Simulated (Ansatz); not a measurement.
Input file for Ansatz (a quantum-chemistry and plane-wave program): R-wB97X-V/def2-TZVPPD on CH5ClS (a complex). Files ending in .json are basis or fitting sets from the Basis Set Exchange.

Ansatz 0.2 input:
```yaml
crystal:
  periodic: [false, false, false]
  atoms:
    - {symbol: S, position_ang: [-0.31625139, 0.11783703, -0.45729565]}
    - {symbol: H, position_ang: [-0.22977986, 1.43462952, -0.20979202]}
    - {symbol: H, position_ang: [0.59313329, -0.17891188, 0.48813437]}
    - {symbol: C, position_ang: [-0.82966691, -0.69751238, 3.30188723]}
    - {symbol: Cl, position_ang: [0.96058934, -0.62964013, 3.14063469]}
    - {symbol: H, position_ang: [-1.26099158, -0.46245374, 2.33320115]}
    - {symbol: H, position_ang: [-1.10146918, -1.70088001, 3.61463288]}
    - {symbol: H, position_ang: [-1.12786410, 0.03192218, 4.04850882]}
basis:
  gaussian:
    orbitals: def2-TZVPPD.json
hamiltonian:
  xc: {name: wB97X-V}
scf: {lower_state_search: off}
```

Output:

```
WARN ansatz: RAYON_NUM_THREADS=1 ignored (pool sized by the plan → 1); use --threads N
Functional definition: wB97X-V
these checks for a lower state are left out or cut short: stability, starts, cluster_reference, orbital_swaps, neighbouring_geometries, increment
integrals: 0.20 GiB planned
1135 factors; their error is unknown
integrals: 0.23 GiB planned
293 factors; integrals over basis functions are off by at most 3.3e-5 eV
mean field: 1.43 GiB planned
mean field evaluation 1: about -24472.8934 eV, gradient 2.2e1 eV
mean field evaluation 2: about -24473.6838 eV, gradient 1.3e1 eV
mean field evaluation 4: about -24474.0521 eV, gradient 8.0e-1 eV
mean field evaluation 8: about -24474.0809 eV, gradient 4.1e-1 eV
mean field evaluation 16: about -24474.0811 eV, gradient 1.0e-5 eV
mean field -24474.08111567 eV, -899.4058918729 hartree, gradient 3.5e-6 eV, S^2 0.000000; 0 other end points of the search recorded, 0 dependent functions left out
reference -24474.08111229 eV, -899.4058917487 hartree; 22, 22 occupied and 202, 202 virtual orbitals, 1135 factors
Total energy: -24474.08111229 eV, -899.4058917487 hartree
Checks for a lower state left out: stability, starts, cluster_reference, orbital_swaps, neighbouring_geometries, increment
```

Self-consistency was reached.

Cost: very roughly 9 core-seconds.
